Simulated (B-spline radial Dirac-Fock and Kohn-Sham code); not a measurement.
**Radiative decay of the 2p3/2 hole in Ga²⁺**

System: gallium as Ga²⁺ in the configuration 1s2 2s2 2p6 3s2 3p6 3d10 4s1.

The run's input, task.json:

```json
{"items": [{
  "Z": 31,
  "q": 2,
  "cfg": [[1, 0, 2], [2, 0, 2], [2, 1, 6], [3, 0, 2], [3, 1, 6], [3, 2, 10], [4, 0, 1]],
  "A": 69,
  "rrms": 3.9973,
  "do": ["binding", "quiet", "decay"],
  "holes": ["K", "L1", "L2", "L3", "M1", "M2", "M3", "M4", "M5"]
}]}
```

Launch: `python xray_run.py task.json out`

The computed values come from a radial B-spline solver: a relativistic independent-particle model: LDA orbitals of the hole state, radiative multipoles to third order, Auger rates from the Coulomb interaction with a continuum orbital, Dirac-Fock energies.

```
line  multipole  energy (eV)  rate (s⁻¹)  share (%)
  Lℓ         E1            –    6.28e+11       4.27
 Lα2         E1       1100.1    1.42e+12       9.65
 Lα1         E1       1100.5    1.26e+13       85.8
 Lβ6         E1       1117.8    3.77e+10      0.256
```

The listed lines hold 100.0 % of the radiative rate. A dash stands for an energy that rests on an unreliable hole state. The radiative width is 0.00969 eV in the length form and 0.0100 eV in the velocity form; the two differ because the transition energies are not eigenvalue differences of the potential that gave the orbitals.
